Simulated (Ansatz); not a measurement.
FH₅SSi₂, SMILES `F[SiH]([SiH3])S`, relaxed with RKS PBE-D4/def2-SVP in Ansatz from a rough embedded geometry. The force threshold is 0.03 eV/Å; the program also tests the step.

Total charge 0; spin multiplicity 1.

Start:

```xyz
9

F     2.054   -0.021   -0.566
Si    0.520   -0.092   -0.868
Si   -0.565   -0.685    1.053
S    -0.165    1.857   -1.557
H     0.247   -1.050   -1.961
H    -2.069   -0.769    0.818
H    -0.184   -2.033    1.551
H    -0.396    0.296    2.133
H     0.558    2.498   -0.603
```

By how much does the energy fall, and how many steps does the optimiser take? (An estimate is asked.)

Computed: 23.06 kJ/mol, in 6 steps, 1 of them rejected.

Which bonds change most? (An estimate is asked.)

Computed: F1–Si2 from 1.565 to 1.647 Å; Si2–Si3 from 2.284 to 2.347 Å; Si3–H8 from 1.469 to 1.506 Å; Si2–S4 from 2.178 to 2.150 Å.

Give the relaxed structure. (An estimate is asked.)

Ansatz gave: 
```xyz
9

F     2.172   -0.260   -0.622
Si    0.557   -0.125   -0.919
Si   -0.588   -0.651    1.061
S     0.020    1.852   -1.569
H     0.229   -0.998   -2.095
H    -2.063   -0.709    0.773
H    -0.140   -1.965    1.640
H    -0.328    0.445    2.061
H     0.140    2.410   -0.330
```
